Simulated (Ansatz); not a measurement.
Steps of a relaxation of `B/C=C\O[SiH2][GaH2]` with RKS PBE0-D4/def2-TZVP.

```sh
$ ansatz run in.yaml --threads 2 --pin off --events-out ev --progress --plain --max-ram 22528MiB --backend cuda --devices 0, --max-vram 18GiB
```

```yaml
crystal:
  periodic: [false, false, false]
  atoms:
    - {symbol: B, position_ang: [-2.875830, 0.737910, -0.279750]}
    - {symbol: C, position_ang: [-1.585550, 1.066620, 0.485620]}
    - {symbol: C, position_ang: [-0.422290, 0.419920, 0.322840]}
    - {symbol: O, position_ang: [-0.223110, -0.589770, -0.501290]}
    - {symbol: Si, position_ang: [1.164970, -1.399660, -0.874210]}
    - {symbol: Ga, position_ang: [2.834420, -0.329020, 0.526180]}
    - {symbol: H, position_ang: [-3.842240, 1.361580, -0.071340]}
    - {symbol: H, position_ang: [-2.888630, -0.132030, -1.058960]}
    - {symbol: H, position_ang: [-1.561960, 1.867840, 1.212490]}
    - {symbol: H, position_ang: [0.482470, 0.707590, 0.906070]}
    - {symbol: H, position_ang: [0.793400, -2.795060, -0.580320]}
    - {symbol: H, position_ang: [1.262720, -1.207520, -2.332650]}
    - {symbol: H, position_ang: [3.392140, -0.851190, 1.950860]}
    - {symbol: H, position_ang: [3.469490, 1.142790, 0.294440]}
basis:
  gaussian: {orbitals: def2-TZVP}
hamiltonian: {xc: pbe0, dispersion: d4}
relax: {f_tol: 0.005, max_steps: 150}
```

Positions (Å) and forces (eV/Å) along the path, 11 of 42 steps:

```xyz
14
step=1 energy=-65168.5400 eV
B    -2.876    0.738   -0.280    0.968    0.169    0.535
C    -1.586    1.067    0.486   -0.545    0.025   -0.187
C    -0.422    0.420    0.323    0.540    0.074    0.300
O    -0.223   -0.590   -0.501   -0.817    0.340    0.059
Si    1.165   -1.400   -0.874    0.098   -0.059   -0.026
Ga    2.834   -0.329    0.526    0.768    0.514    0.708
H    -3.842    1.362   -0.071   -0.593    0.361    0.099
H    -2.889   -0.132   -1.059   -0.053   -0.499   -0.478
H    -1.562    1.868    1.212    0.065    0.090    0.106
H     0.482    0.708    0.906   -0.389    0.009   -0.155
H     0.793   -2.795   -0.580    0.279   -0.308    0.004
H     1.263   -1.208   -2.333    0.337   -0.102   -0.218
H     3.392   -0.851    1.951   -0.315   -0.128   -0.507
H     3.469    1.143    0.294   -0.344   -0.485   -0.241
14
step=3 energy=-65168.7281 eV
B    -2.915    0.759   -0.282    0.056   -0.035    0.132
C    -1.648    1.091    0.495   -0.136    0.009   -0.106
C    -0.473    0.455    0.337    0.203    0.001    0.151
O    -0.255   -0.554   -0.491   -0.277    0.026   -0.099
Si    1.176   -1.355   -0.815    0.218   -0.052   -0.005
Ga    2.926   -0.333    0.555   -0.103    0.003   -0.003
H    -3.917    1.380   -0.076   -0.018    0.015   -0.035
H    -2.927   -0.132   -1.079   -0.005    0.015   -0.039
H    -1.628    1.889    1.231    0.027    0.002    0.005
H     0.404    0.755    0.930   -0.059    0.006   -0.041
H     0.924   -2.796   -0.545   -0.002    0.041    0.015
H     1.421   -1.211   -2.276   -0.002    0.001    0.029
H     3.418   -1.020    1.878    0.059    0.001   -0.019
H     3.495    1.073    0.140    0.039   -0.034    0.014
14
step=4 energy=-65168.7326 eV
B    -2.938    0.757   -0.304    0.045    0.006    0.006
C    -1.682    1.102    0.479    0.038    0.066    0.049
C    -0.502    0.463    0.357   -0.096   -0.029   -0.033
O    -0.272   -0.519   -0.503    0.132   -0.058   -0.004
Si    1.176   -1.323   -0.785   -0.141   -0.079   -0.035
Ga    2.966   -0.345    0.535    0.087    0.091    0.090
H    -3.954    1.354   -0.091   -0.023    0.012   -0.020
H    -2.929   -0.114   -1.122   -0.015    0.000   -0.003
H    -1.670    1.897    1.219   -0.044   -0.024    0.053
H     0.347    0.729    1.000    0.017    0.028   -0.069
H     0.922   -2.757   -0.474    0.013    0.051   -0.018
H     1.422   -1.211   -2.249    0.013   -0.013    0.020
H     3.527   -1.078    1.810    0.003    0.007   -0.045
H     3.587    1.045    0.130   -0.029   -0.056    0.010
14
step=5 energy=-65168.7365 eV
B    -2.942    0.754   -0.290    0.000    0.059   -0.078
C    -1.681    1.098    0.484    0.001   -0.065    0.114
C    -0.500    0.464    0.343    0.004    0.053   -0.058
O    -0.273   -0.529   -0.506    0.034   -0.012   -0.005
Si    1.175   -1.330   -0.790   -0.032   -0.013    0.025
Ga    2.958   -0.343    0.554    0.002   -0.008   -0.018
H    -3.953    1.367   -0.091    0.014   -0.033    0.012
H    -2.940   -0.114   -1.114   -0.009   -0.002    0.030
H    -1.670    1.880    1.238    0.002    0.014   -0.028
H     0.368    0.764    0.946   -0.023   -0.027   -0.017
H     0.924   -2.765   -0.490   -0.006    0.019    0.001
H     1.433   -1.215   -2.251    0.008    0.003    0.015
H     3.526   -1.070    1.822    0.007   -0.027    0.014
H     3.576    1.040    0.143   -0.001    0.036   -0.007
14
step=12 energy=-65168.7901 eV
B    -2.952    0.771   -0.372    0.011    0.003   -0.007
C    -1.719    1.121    0.445    0.025    0.011    0.016
C    -0.505    0.555    0.290   -0.010   -0.002    0.021
O    -0.209   -0.359   -0.629   -0.031    0.025   -0.015
Si    1.153   -1.335   -0.666   -0.097   -0.079   -0.029
Ga    3.026   -0.378    0.527    0.108   -0.073    0.051
H    -3.990    1.328   -0.158   -0.002   -0.002   -0.003
H    -2.904   -0.063   -1.227   -0.002   -0.003   -0.008
H    -1.754    1.866    1.236   -0.003   -0.016   -0.017
H     0.334    0.841    0.932   -0.013    0.016   -0.008
H     0.756   -2.657   -0.101    0.027    0.028   -0.031
H     1.457   -1.524   -2.112    0.004   -0.003    0.052
H     4.167   -1.331    1.044   -0.024    0.050   -0.044
H     3.141    1.164    0.789    0.008    0.045    0.021
14
step=16 energy=-65168.8040 eV
B    -2.950    0.776   -0.417    0.008   -0.001   -0.003
C    -1.744    1.136    0.434    0.021   -0.009   -0.007
C    -0.524    0.577    0.308   -0.025   -0.018   -0.024
O    -0.208   -0.336   -0.608   -0.020    0.022    0.035
Si    1.135   -1.337   -0.607   -0.026   -0.008   -0.001
Ga    3.064   -0.391    0.515    0.057    0.012   -0.013
H    -4.002    1.321   -0.235    0.008    0.001    0.002
H    -2.869   -0.056   -1.272   -0.006    0.001   -0.005
H    -1.805    1.881    1.223    0.005   -0.001   -0.003
H     0.303    0.865    0.965   -0.009    0.006    0.003
H     0.733   -2.632    0.014    0.013    0.019   -0.011
H     1.421   -1.590   -2.044    0.002   -0.002    0.023
H     4.331   -1.306    0.690   -0.021    0.031    0.001
H     3.114    1.094    1.034   -0.007   -0.053    0.001
14
step=30 energy=-65168.8093 eV
B    -2.930    0.835   -0.487    0.004   -0.003    0.007
C    -1.758    1.133    0.435   -0.006    0.003   -0.004
C    -0.559    0.521    0.373    0.010   -0.010   -0.005
O    -0.241   -0.412   -0.521   -0.003    0.004    0.001
Si    1.130   -1.373   -0.550   -0.003    0.003    0.002
Ga    3.087   -0.361    0.459   -0.007    0.003   -0.003
H    -3.960    1.435   -0.362    0.002    0.000   -0.001
H    -2.843    0.003   -1.341   -0.001    0.003   -0.001
H    -1.827    1.880    1.220   -0.001   -0.001   -0.002
H     0.244    0.778    1.070   -0.003    0.001    0.001
H     0.803   -2.659    0.130    0.000    0.000    0.001
H     1.350   -1.666   -1.990    0.000    0.000    0.001
H     4.447   -1.140    0.368    0.008   -0.004    0.000
H     3.056    1.026    1.196    0.000    0.001    0.001
14
step=34 energy=-65168.8094 eV
B    -2.928    0.840   -0.490   -0.003   -0.003    0.001
C    -1.758    1.130    0.436    0.003   -0.001    0.000
C    -0.560    0.516    0.376   -0.004    0.000    0.002
O    -0.241   -0.413   -0.522    0.001    0.001   -0.003
Si    1.129   -1.375   -0.548    0.001    0.000    0.001
Ga    3.087   -0.358    0.455    0.006   -0.002   -0.002
H    -3.957    1.439   -0.363    0.000    0.001   -0.001
H    -2.840    0.014   -1.350    0.001    0.001   -0.001
H    -1.828    1.874    1.225    0.000    0.001    0.001
H     0.241    0.768    1.077    0.000    0.001    0.000
H     0.804   -2.658    0.138    0.000    0.000    0.000
H     1.347   -1.674   -1.987    0.000    0.000    0.001
H     4.450   -1.134    0.362   -0.004    0.002    0.001
H     3.054    1.030    1.191   -0.001   -0.001   -0.001
14
step=39 energy=-65168.8094 eV
B    -2.921    0.853   -0.501    0.004    0.000    0.002
C    -1.761    1.121    0.443   -0.002   -0.001   -0.001
C    -0.566    0.502    0.387   -0.004    0.004    0.002
O    -0.241   -0.415   -0.521    0.005    0.000    0.002
Si    1.129   -1.379   -0.541   -0.003   -0.002   -0.002
Ga    3.090   -0.349    0.443   -0.004    0.000   -0.002
H    -3.949    1.456   -0.377    0.002   -0.001   -0.001
H    -2.827    0.041   -1.375    0.000    0.002    0.002
H    -1.837    1.853    1.243   -0.001   -0.002   -0.002
H     0.228    0.740    1.101   -0.002   -0.002   -0.003
H     0.807   -2.654    0.161    0.001    0.002    0.000
H     1.339   -1.694   -1.977    0.000    0.000    0.001
H     4.456   -1.117    0.342    0.004   -0.002    0.000
H     3.053    1.041    1.173    0.000    0.002    0.002
14
step=40 energy=-65168.8094 eV
B    -2.921    0.854   -0.503    0.006    0.004   -0.002
C    -1.762    1.120    0.444   -0.004   -0.001    0.000
C    -0.567    0.501    0.389    0.000    0.001    0.001
O    -0.240   -0.414   -0.521    0.005    0.000    0.003
Si    1.129   -1.379   -0.540   -0.004   -0.001   -0.003
Ga    3.091   -0.348    0.440   -0.005    0.002    0.000
H    -3.948    1.457   -0.380    0.000   -0.002    0.001
H    -2.825    0.044   -1.378   -0.001    0.001    0.003
H    -1.839    1.850    1.245   -0.001   -0.002   -0.003
H     0.226    0.737    1.105   -0.002   -0.001   -0.002
H     0.806   -2.653    0.164    0.001    0.001    0.000
H     1.338   -1.696   -1.976   -0.001    0.000    0.001
H     4.457   -1.116    0.340    0.004   -0.002    0.000
H     3.053    1.042    1.170    0.000    0.001    0.000
14
step=42 energy=-65168.8094 eV
B    -2.918    0.857   -0.506    0.002    0.000    0.001
C    -1.764    1.118    0.446   -0.004    0.002    0.000
C    -0.568    0.498    0.392    0.005   -0.004   -0.002
O    -0.239   -0.412   -0.521    0.003    0.002    0.004
Si    1.129   -1.379   -0.539   -0.003    0.001   -0.001
Ga    3.092   -0.347    0.436    0.000    0.003    0.001
H    -3.946    1.460   -0.384   -0.001    0.000    0.000
H    -2.820    0.050   -1.384    0.000    0.001    0.001
H    -1.843    1.844    1.251   -0.001   -0.001   -0.002
H     0.222    0.730    1.113   -0.001    0.000   -0.002
H     0.806   -2.650    0.171    0.000    0.000    0.000
H     1.335   -1.701   -1.974    0.000    0.000    0.000
H     4.459   -1.114    0.337    0.000    0.000    0.000
H     3.055    1.046    1.162    0.000   -0.002   -0.001
```

Hardware: 2 threads of an AMD EPYC 7R13 on a shared host and a share of an NVIDIA H100 80 GB. Wall time 2.4 min, peak host memory 0.92 GiB.
